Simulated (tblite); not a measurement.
C₅H₈FO₂S (doublet state).
Cartesian coordinates in Å at the GFN2-xTB level; atoms count from 1:
```xyz
17
C5H8FO2S angstrom
O     -2.0703   -1.4629    0.0779
S     -0.9790   -0.8823   -0.6537
O     -0.5783   -1.5358   -1.8707
C     -1.2223    0.9724   -0.7987
C     -0.9485    1.3313    0.5687
C      0.2052    0.6296    1.2063
C      0.4682   -0.7056    0.5017
C      1.7369   -0.7482   -0.3233
F      1.8458    0.3881   -1.0872
H     -0.4482    1.2313   -1.5201
H     -2.2101    1.2223   -1.1643
H     -1.7037    1.7747    1.1914
H      0.0074    0.4807    2.2686
H      1.1077    1.2530    1.1297
H      0.4334   -1.5572    1.1762
H      2.6344   -0.7856    0.3051
H      1.7143   -1.5937   -1.0174
```

Computed with GFN2-xTB (tblite): harmonic, unscaled wavenumbers at the GFN2-xTB geometry, gas phase. Errors from tens to a few hundred cm⁻¹ against measured bands are possible. One conformer, not necessarily the lowest. Open shells enter through the occupations alone, without spin polarisation, and single modes of such species can be off by tens of per cent.

Harmonic wavenumbers (cm⁻¹): 46.6, 88.2, 144.7, 182.3, 242.5, 268.2, 281.7, 327.2, 393.1, 468.1, 505.7, 531.4, 569.4, 612.7, 720.7, 829.9, 869.1, 916.0, 952.6, 958.5, 1038.6, 1047.0, 1079.3, 1087.5, 1121.9, 1124.5, 1169.6, 1182.7, 1218.9, 1243.6, 1254.8, 1288.1, 1313.4, 1322.6, 1411.9, 1426.0, 1446.8, 2867.9, 2933.0, 2962.8, 2966.4, 2990.1, 3017.7, 3065.8, 3131.1.

A = 1968, B = 1479, C = 1161 MHz; mass 151.023 u (most abundant isotopes); point group C1, symmetry number 1; spin multiplicity 2.

Task: What is the zero-point energy?

Result: Half the sum of the wavenumbers: 27310 cm⁻¹ = 326.70 kJ/mol.

Task: Entropy at 298.15 K, 1 bar (ideal gas, RRHO, classical rotation)?

Result: Translation 171.43, rotation 121.10, vibration 106.66, spin (R ln 2) 5.76: S = 405.0 J/(mol K).

Task: And Cp and H(298.15 K) − H(0)?

Result: Cp = 153.03 J/(mol K), of which vibrations give 119.77 (their classical limit is 45 R = 374.2); H(298.15 K) − H(0) = 27.28 kJ/mol without the zero-point energy, 17.37 from vibrations.

Task: How do the functions run with temperature in this model?

Result: 
```
T (K)  S (J/(mol K))  Cp (J/(mol K))  H − H(0) (kJ/mol)  G − H(0) (kJ/mol)  ln q(vib)
  100          290.1            71.6               5.03             -23.98       1.34
  200          352.5           112.5              14.26             -56.24       3.54
  300          405.9           153.8              27.57             -94.20       5.87
  500          502.4           226.1              65.98            -185.23      10.61
  800          624.3           291.0             144.54            -354.91      17.53
 1000          692.3           317.6             205.55            -486.73      21.82
```

q(vib) and H(0) count from the zero-point level.

Task: Blend soft modes into free rotors: weight 1/[1 + (100 cm⁻¹/ν̃)⁴] for the oscillator and the rest for a rotor with moment μB/(μ + B), μ = h/(8π²ν), B = 10⁻⁴⁴ kg m². What vibrational entropy results?

Result: 99.31 J/(mol K) in place of 106.66, which changes −T·S at 298.15 K by +2.19 kJ/mol.

Hindered rotation and anharmonicity are outside this model. Other conformers, if any are populated, would add a mixing term that is left out. The structure is chiral; the term R ln 2 for an equal mix with its mirror image is left out.

On one thread of an Arm Neoverse V1, shared host, this took 0.62 s. This covers the Hessian and the dipole derivatives.
